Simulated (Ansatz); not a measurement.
`CN(C)[SiH](O)O` → `O[SiH2]O` + `C=NC`  (β-hydride elimination)

Program: Ansatz. Geometries: PBE0-D4/def2-TZVP. ΔE: electronic, gas phase. CCSD(T)/CBS is the MP2 limit (def2-TZVPP, def2-QZVPP) plus CCSD(T) − MP2 in def2-TZVPP, frozen cores. DFT in def2-TZVPP. B3LYP here is the variant with VWN-RPA as its local correlation; programs differ in this. Each species was taken in one conformer, which may not be the lowest.

| level | ΔE (kJ/mol) | difference from CCSD(T)/CBS |
| --- | --- | --- |
| PBE0-D4 | 196.5 | 12.5 |
| ωB97M-V | 188.4 | 4.4 |
| B2PLYP | 169.2 | -14.8 |
| PBE | 167.1 | -16.9 |
| r2SCAN | 186.1 | 2.1 |
| PBE0 | 184.4 | 0.4 |
| B3LYP | 155.6 | -28.4 |
| MP2/def2-TZVPP | 191.6 | 7.6 |
| SCS-MP2/def2-TZVPP | 176.3 | -7.7 |
| CCSD/def2-TZVPP | 179.3 | -4.7 |
| CCSD(T)/def2-TZVPP | 179.4 | -4.6 |
| HF/def2-QZVPP | 154.4 | -29.6 |
| MP2/def2-QZVPP | 194.3 | 10.3 |
| SCS-MP2/def2-QZVPP | 178.9 | -5.1 |
| MP2/CBS(def2) | 196.3 | 12.3 |
| CCSD/CBS(def2) | 184.0 | 0.0 |
| CCSD(T)/CBS | 184.0 | 0 |

Largest T1 diagnostic among the species: 0.011.

The D4 term adds +21.8 kJ/mol with B3LYP and +12.1 kJ/mol with PBE0; it sums over pairs of atoms, weighted by their polarisabilities, and B3LYP, whose exchange is more repulsive, gets the larger term. From PBE to PBE0 (25 % exact exchange), in def2-TZVPP and without D4, ΔE moves by +17.3 kJ/mol. In def2-TZVPP, CCSD(T) changes the Hartree–Fock value by +25.1 kJ/mol (the triples alone add +0.0 kJ/mol) and MP2 by +37.3 kJ/mol.
